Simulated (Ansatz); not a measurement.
Reaction (ligand exchange at a Ga–N bond): `B[NH][GaH][CH3]` + H₂S → `[CH3][GaH][SH]` + `BN`

Computed with Ansatz on PBE0-D4/def2-TZVP structures; ΔE is electronic, products minus reactants. CCSD(T)/CBS is the MP2 limit (def2-TZVPP, def2-QZVPP) plus CCSD(T) − MP2 in def2-TZVPP, frozen cores. This one scheme is used for every species. Functionals use def2-TZVPP. For Ga outer-core shells are correlated without core-valence functions, which leaves a few kJ/mol of doubt a bond. Scalar relativity is left out up to krypton. One conformer a species, not always the lowest.

`B[NH][GaH][CH3]`:

Z-matrix (Å, degrees):
```
C
Ga 1 1.955
H 1 1.093 2 109.9
H 1 1.092 2 110.1 3 -117.7
H 1 1.090 2 111.8 3 120.9
N 2 1.864 1 117.4 3 61.9
H 2 1.568 1 128.1 3 -118.0
B 6 1.397 2 125.6 1 -0.1
H 6 1.010 2 117.5 1 -180.0
H 8 1.202 6 119.1 2 0.1
H 8 1.201 6 120.7 2 -179.8
```

H₂S:

Cartesian coordinates in Å:
```
S -0.121 0.254 0.552
H 1.007 0.012 -0.133
H -0.886 -0.265 -0.420
```

`[CH3][GaH][SH]`:

Cartesian coordinates in Å:
```
C 0.918 -0.316 -0.643
Ga -0.702 -0.484 0.447
S -1.690 1.326 1.235
H 1.729 -0.899 -0.200
H 1.240 0.721 -0.738
H 0.735 -0.719 -1.643
H -1.420 -1.816 0.845
H -0.810 2.186 0.696
```

`BN`:

Z-matrix (Å, degrees):
```
B
N 1 1.385
H 1 1.197 2 119.0
H 1 1.197 2 119.0 3 -180.0
H 2 1.006 1 123.2 3 -0.0
H 2 1.006 1 123.2 3 180.0
```

CCSD(T)/CBS gives -58.8 kJ/mol.

(1) Another level gave -55.4 kJ/mol. Which?
A. B97M-V/def2-TZVPP
B. revPBE/def2-TZVPP
C. CAM-B3LYP-D4/def2-TZVPP
D. SCS-MP2/def2-TZVPP

Largest T1 diagnostic among the species: 0.012.

Results:

(1) D. SCS-MP2/def2-TZVPP -55.4, B97M-V -66.3, CAM-B3LYP-D4 -60.9, revPBE -72.9 kJ/mol.

Leaving LDA and LC-ωPBE aside and taking each functional with its dispersion term where it has one, the values, not all of them listed here, spread over 9.0 kJ/mol, from PBE-D4 to CAM-B3LYP-D4. LDA lies +3.0 kJ/mol from PBE without D4. In def2-TZVPP, CCSD(T) changes the Hartree–Fock value by +7.0 kJ/mol (the triples alone add −0.2 kJ/mol) and MP2 by +6.0 kJ/mol. The D4 term adds +3.2 kJ/mol with B3LYP and +1.8 kJ/mol with PBE0; it sums over pairs of atoms, weighted by their polarisabilities, and B3LYP, whose exchange is more repulsive, gets the larger term.

CCSD(T)/CBS has its own doubt, a few kJ/mol and more with outer-core shells, so smaller differences from it don't rank the levels.

B3LYP here is the variant with VWN-RPA as its local correlation; programs differ in this.
